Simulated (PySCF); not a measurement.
H₃Si₂, SMILES [SiH][SiH2] (connectivity only; charge and spin as stated), neutral, multiplicity 2.

Geometry optimised at ωB97X-D3(BJ)/def2-TZVP. The isomer is the one that the SMILES or the coordinates give; other isomers of the formula were not compared.

Two levels are set side by side: PBE/def2-TZVPD (PySCF) and CAM-B3LYP/def2-TZVPD (PySCF). Same geometry, gas phase. Differences are taken from unrounded values.

| quantity | CAM-B3LYP |
|---|---|
| α-spin orbital gap (eV) | 6.37 |
| β-spin orbital gap (eV) | 5.17 |
| dipole moment (D) | 1.17 |
| mean polarisability (bohr³) | 74.2 |

Q: What does PBE give, and how far is it from CAM-B3LYP? (The exact figures need the calculation; the answer reports its results.)

A: 
```csv
quantity,PBE,PBE minus CAM-B3LYP
α-spin orbital gap (eV),2.74,-3.64
β-spin orbital gap (eV),1.03,-4.14
dipole moment (D),1.18,0.01
mean polarisability (bohr³),74.9,0.6
```

Rough cost on one machine, each run with all the roots and properties that it gave: CAM-B3LYP against PBE within a factor of 2.
